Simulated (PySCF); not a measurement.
# PbN: a composite coupled-cluster calculation

State: ²Π, doublet, unpaired electrons π ↑. De refers to Pb + N. ROHF-based CCSD(T) in PySCF 2.14 with Pb cc-pwCVDZ-PP with ECP60, N aug-cc-pVDZ and Pb cc-pwCVTZ-PP with ECP60, N aug-cc-pVTZ (frozen core orbitals: 5; scalar-relativistic core potentials). Correlation energies are extrapolated as n⁻³ (n = 2, 3), Hartree–Fock as (n+1)·exp(−9√n).

```tsv
Level	Re (Å)	ωe (cm⁻¹)	ωexe (cm⁻¹)	αe (cm⁻¹)	De (eV)
CCSD(T)/DZ	2.0918	560.6	4.04	0.00248	1.869
CCSD(T)/TZ	2.0616	599.1	4.07	0.00236	2.189
HF/CBS	1.9829	758.8	2.67	0.00169	-1.205
MP2/CBS	2.0459	616	n/a	n/a	2.391
CCSD/CBS	2.0267	658	n/a	0.00217	1.811
CCSD(T)/CBS	2.0539	609.9	4.03	0.00232	2.305
```

Question: How much is left between CCSD(T)/TZ and the basis-set limit, and how much do the triples give at the limit?

Answer: CCSD(T)/CBS less CCSD(T)/TZ: -7.7 mÅ in Re, +10.8 cm⁻¹ in ωe and +0.116 eV in De. CCSD(T)/CBS less CCSD/CBS: +27.2 mÅ in Re, -47.9 cm⁻¹ in ωe and +0.494 eV in De.

The T1 diagnostic is 0.041, large enough to doubt a single reference. The state was picked by a PBE0 search and need not be the measured ground state. Spin–orbit coupling, excitations beyond (T) and corrections to the Born–Oppenheimer picture are left out, and spin–orbit coupling matters for open p, d or f shells this heavy.

The whole job (state search and all basis sets along the bond) took about 36 min on 4 threads of Intel Xeon Platinum 8375C @ 2.90GHz (shared host), peak memory 11 GiB.
